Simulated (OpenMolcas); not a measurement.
## Re4+: moving or changing the point charges

Re4+ among 3 point charges of -2 e arranged as a planar triangle (D3h), 1.81 Å from the ion.

```json
{
  "Program": "OpenMolcas",
  "Method": "SS-CASPT2, IPEA 0.25 Eh, imaginary shift 0.1 Eh (closed shells correlated: 4f 5s 5p)",
  "Basis": "ANO-RCC-VDZP [7s6p4d2f1g]",
  "Scalar Hamiltonian": "DKH2, point nucleus",
  "Active space": "3 electrons in 5 orbitals (5d)",
  "State averaging": "2S+1 = 4 even, 10 roots; 2S+1 = 2 even, 40 roots",
  "Spin-orbit coupling": "RASSI with atomic mean-field integrals over the reference wave functions"
}
```

Runs around this geometry, states (labels of D3, the rotations of D3h). Energies in cm-1 above the lowest state or level, χT in cm3 K/mol.

```json
{"R (Å)": "1.81", "q (e)": "-1", "Ground state": "4A2", "First state of that spin": "4A1 3210", "First gap with spin-orbit (degeneracies)": "2270 (2, 2)", "χT at 300 K": "0.136", "First state of another spin": "2A2 12880"}
{"R (Å)": "1.68", "q (e)": "-2", "Ground state": "4A2", "First state of that spin": "4A1 17820", "First gap with spin-orbit (degeneracies)": "710 (2, 2)", "χT at 300 K": "1.265", "First state of another spin": "2E 10170"}
{"R (Å)": "1.81", "q (e)": "-2", "Ground state": "4A2", "First state of that spin": "4A1 12950", "First gap with spin-orbit (degeneracies)": "960 (2, 2)", "χT at 300 K": "1.079", "First state of another spin": "2E 11900"}
{"R (Å)": "1.99", "q (e)": "-2", "Ground state": "4A2", "First state of that spin": "4A1 7990", "First gap with spin-orbit (degeneracies)": "1470 (2, 2)", "χT at 300 K": "0.614", "First state of another spin": "2E 12970"}
```

Taking the first state of the same spin as R^-n, n = -ln(7990 / 17820) / ln(1.99 / 1.68) = 4.7 between the shortest and longest distance.

Scaling the charges by -1 / -2 = 0.50 scales the first state of the same spin by 3210 / 12950 = 0.25; with fixed orbitals a first-order splitting would follow the charge.

Roots that are degenerate in the reference are averaged as groups; the widest CASPT2 spread within a group is 120 cm-1 (the 2-fold group of multiplicity 4 near 29400 cm-1 above the lowest state of its run, R = 1.68, q = -2). Shifts and gaps below about the spread of the groups concerned are not significant. Free-ion shares, where given, are those of the reference states; single-state CASPT2 does not remix them. Spin-orbit coupling mixes the spin-free states strongly: the lowest level takes only 23 % from its leading state, 4A1, which lies 3215 cm-1 above the lowest spin-free state (figures for R = 1.81, q = -1; the like holds for R = 1.99, q = -2). Point charges carry no covalency, so the field is a model and not that of real ligands. No measured value stands beside these numbers.
